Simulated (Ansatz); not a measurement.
Coupled-cluster diagnostics for the cluster Y₄⁻ (the lowest doublet isomer of a short search), Ansatz.

Geometry of the doublet (r2SCAN-D4/def2-SVPD):

```tsv
atom	x (Å)	y (Å)	z (Å)
Y1	1.517	0.265	-0.419
Y2	-1.501	-0.236	0.471
Y3	-0.898	0.909	-2.542
Y4	0.882	-0.937	2.490
```

In the def2 sets Y takes a core potential; there is no spin–orbit coupling. Correlated methods freeze no core orbitals; core or outer-core shells of Y are correlated, in sets that lack core-valence functions. In CCSD on the charge -1 doublet the largest single amplitude is 0.38, so its Hartree–Fock determinant may place the open shell otherwise than the density functionals do. The geometry of the doublet was relaxed on an unsound state (⟨S²⟩ 3.40, where a pure state has 0.75). The geometry of the quartet was relaxed on an unsound state (⟨S²⟩ 5.44, where a pure state has 3.75). The structure comes from a short search, and lower isomers may exist.

Geometry of the charge -1 quartet (r2SCAN-D4/def2-SVPD):

```
atom    x (Å)    y (Å)    z (Å)
  Y1  -0.0431  -1.3764   0.8198
  Y2   0.0445   1.3761  -0.8199
  Y3  -2.7833   0.2163   0.2174
  Y4   2.7818  -0.2160  -0.2173
```

Question: Estimate the CCSD(T) correlation energy, the shares of MP2 and (T), T1 and the reference's ⟨S²⟩ for: charge -1, doublet, own geometry in def2-SVPD; charge -1, quartet, own geometry in def2-SVPD; and the rough time on 4 threads of Arm Neoverse V1 on a shared host.

Answer: 
```
                           state      basis  correlation (eV)  MP2 share (%)  (T) share (%)     T1  ⟨S²⟩ (pure)  wall time                                          remarks
charge -1, doublet, own geometry  def2-SVPD           -20.898           82.5            7.6  0.128  5.26 (0.75)    6.7 min  large T1 (0.128), spin-contaminated (⟨S²⟩ 5.26)
charge -1, quartet, own geometry  def2-SVPD           -20.763           86.2            6.7  0.086  6.87 (3.75)    5.6 min  large T1 (0.086), spin-contaminated (⟨S²⟩ 6.87)
```
Customary marks for T1 are 0.02 (closed shells), 0.045 (open shells) and about 0.05 (3d metals). T1 exceeds 0.02 in 2 of 2 rows and 0.045 in 2; the higher it lies, the less the single-reference result can be trusted.
